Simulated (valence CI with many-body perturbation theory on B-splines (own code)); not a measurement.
# E1 transitions of Ne V

Level of theory: relativistic CI+MBPT: four valence electrons over a frozen Dirac-Fock core [He], a basis of 11 s, 11 p, 10 d, 8 f, 5 g, 2 h functions for each j, with the one-electron correlation potential Σ1 (screened to all orders), the two-electron term Σ2, the three-electron term Σ3, Breit, model QED; selected single and double excitations, second order for the rest, scaled by the run's own slope (own B-spline code, finite nucleus).

Set against measurement, 36 paired levels are off by 134 cm⁻¹ on average, the worst by 368. These come from a selection out of NIST levels in Podobedova, Fuhr, Reader and Wiese, J. Phys. Chem. Ref. Data 33, 525 (2004). Levels without a partner in it may be off by more. Among the levels kept, up to 1600 cm⁻¹ of a level comes from second order outside the variational space, and about a tenth of that is noise between levels of different J, which matters for small intervals. 6 measured levels below the end of the list, from 690000 cm⁻¹ on, found no clear computed partner, and computed levels of the same name lie up to 10356 cm⁻¹ from them.

Lines 251 to 300 of 456 in falling wavelength, among levels below 905270 cm⁻¹, chosen from the strongest by gf and those to the six lowest levels. Wavelengths and rates use the calculated energies, so an error of 100 cm⁻¹ moves a line at 572.1 Å by 0.057 % and its rate by three times that or more. Electric multipoles are in the length gauge, E1 and E2 with the static RPA response of the core. Weak lines are less certain than strong ones. Lines between different terms over intervals too small for the method are left out, as are lines whose strength nearly cancels. Where a level lies close to another of its J and parity, the split of strength between their lines is uncertain. The highest levels of a list are the least certain.

Names give the largest LS component (configuration and term), which can be under half, so a name can repeat, a term be missing and a line seem to break the LS rules; names also repeat where a configuration has a term twice. Letters in brackets count levels of one name in rising energy.

```
λ vac (Å)  λ from measured levels              Upper          Lower   A (s⁻¹)  S (a.u.)
    581.5                           2s2p²3d ³F_3 [b]  2s²2p3d ³D°_2  1.10e+09  7.45e-01
    580.9                           2s2p²3d ³F_2 [b]  2s²2p3d ³D°_1  1.02e+09  4.95e-01
    572.1                   572.3        2s2p³ ³D°_3    2s²2p² ³P_2  1.13e+09  7.30e-01
    571.9                   572.1        2s2p³ ³D°_2    2s²2p² ³P_2  2.58e+08  1.19e-01
    569.6                   569.8        2s2p³ ³D°_2    2s²2p² ³P_1  8.86e+08  4.04e-01
    569.5                   569.8        2s2p³ ³D°_1    2s²2p² ³P_1  4.63e+08  1.27e-01
    568.2                   568.4        2s2p³ ³D°_1    2s²2p² ³P_0  6.62e+08  1.80e-01
    562.1                           2s2p²3d ³D_3 [b]  2s²2p3d ³D°_3  7.22e+08  4.43e-01
    553.4                               2s2p²3s ³D_3  2s²2p3s ³P°_2  1.88e+09  1.10e+00
    551.2                               2s2p²3d ³G_5  2s²2p3d ³F°_4  2.33e+09  2.12e+00
    550.6                               2s2p²3s ³D_2  2s²2p3s ³P°_1  1.44e+09  5.94e-01
    549.5                               2s2p²3d ³G_3  2s²2p3d ¹D°_2  9.63e+08  5.52e-01
    549.4                               2s2p²3d ³G_4  2s²2p3d ³F°_3  2.14e+09  1.58e+00
    547.1                              2s²2p4d ¹F°_3   2s²2p3p ¹D_2  2.33e+09  1.32e+00
    547.1                              2s2p²3p ³F°_4   2s²2p3p ³D_3  1.17e+09  8.51e-01
    547.1                               2s2p²3d ³G_3  2s²2p3d ³F°_2  1.11e+09  6.30e-01
    545.1                              2s2p²3p ³F°_3   2s²2p3p ³D_2  1.08e+09  6.04e-01
    539.2                               2s2p²3d ¹F_3  2s²2p3d ¹D°_2  7.93e+08  4.29e-01
    530.5                          2s2p²3p ³D°_3 [b]   2s²2p3p ³D_3  8.69e+08  4.48e-01
    528.2                              2s2p²3p ¹D°_2   2s²2p3p ¹P_1  2.26e+09  8.21e-01
    526.7                              2s²2p4d ³D°_3   2s²2p3p ³P_2  2.74e+09  1.38e+00
    526.5                              2s²2p4d ³D°_2   2s²2p3p ³P_1  2.29e+09  8.23e-01
    526.1                              2s²2p4d ³D°_1   2s²2p3p ³P_0  1.87e+09  4.04e-01
    523.7                              2s²2p4d ³P°_2   2s²2p3p ³P_2  1.68e+09  5.96e-01
    523.1                          2s2p²3p ³P°_2 [b]   2s²2p3p ³S_1  1.77e+09  6.26e-01
    508.4                                   2p⁴ ¹S_0    2s2p³ ¹P°_1  1.17e+10  7.62e-01
    507.2                              2s²2p4d ³F°_4   2s²2p3p ³D_3  3.60e+09  2.08e+00
    507.1                              2s²2p4d ³F°_2   2s²2p3p ³D_1  2.50e+09  8.04e-01
    506.9                              2s²2p4d ³F°_3   2s²2p3p ³D_2  3.28e+09  1.47e+00
    500.6                              2s²2p4d ³D°_3   2s²2p3p ³D_3  9.21e+08  3.99e-01
    492.6                              2s²2p4d ¹D°_2   2s²2p3p ¹P_1  1.45e+09  4.27e-01
    482.6                                2s2p³ ³P°_2    2s²2p² ³P_2  2.38e+09  6.59e-01
    482.6                                2s2p³ ³P°_1    2s²2p² ³P_2  1.27e+09  2.12e-01
    481.0                                2s2p³ ³P°_2    2s²2p² ³P_1  7.41e+08  2.04e-01
    480.9                                2s2p³ ³P°_1    2s²2p² ³P_1  8.29e+08  1.37e-01
    480.9                   481.3        2s2p³ ³P°_0    2s²2p² ³P_1  3.15e+09  1.73e-01
    480.0                                2s2p³ ³P°_1    2s²2p² ³P_0  1.03e+09  1.69e-01
    473.1                               2s²2p4p ¹P_1  2s²2p3s ¹P°_1  3.89e+09  6.10e-01
    447.0                               2s²2p4p ³D_3  2s²2p3s ³P°_2  1.22e+09  3.77e-01
    423.0                              2s²2p5s ³P°_2   2s²2p3p ³P_2  1.74e+09  3.25e-01
    422.0                                   2p⁴ ³P_2    2s2p³ ³D°_3  6.66e+09  1.24e+00
    420.8                                   2p⁴ ³P_1    2s2p³ ³D°_2  5.90e+09  6.50e-01
    420.5                          2s2p²3p ³P°_2 [c]   2s²2p3p ³D_3  4.27e+09  7.83e-01
    419.9                          2s2p²3p ³P°_1 [c]   2s²2p3p ³D_2  4.03e+09  4.41e-01
    416.5                                2s2p³ ¹P°_1    2s²2p² ¹S_0  3.04e+09  3.25e-01
    416.1                          2s2p²3p ³D°_3 [c]   2s²2p3p ³P_2  2.06e+09  5.14e-01
    415.9                   416.2        2s2p³ ¹D°_2    2s²2p² ¹D_2  9.52e+09  1.69e+00
    403.7                              2s2p²3p ¹S°_0   2s²2p3p ¹P_1  1.23e+10  3.98e-01
    399.7                          2s2p²3p ³D°_3 [c]   2s²2p3p ³D_3  6.85e+09  1.51e+00
    399.2                          2s2p²3p ³D°_2 [c]   2s²2p3p ³D_2  5.07e+09  7.96e-01
```
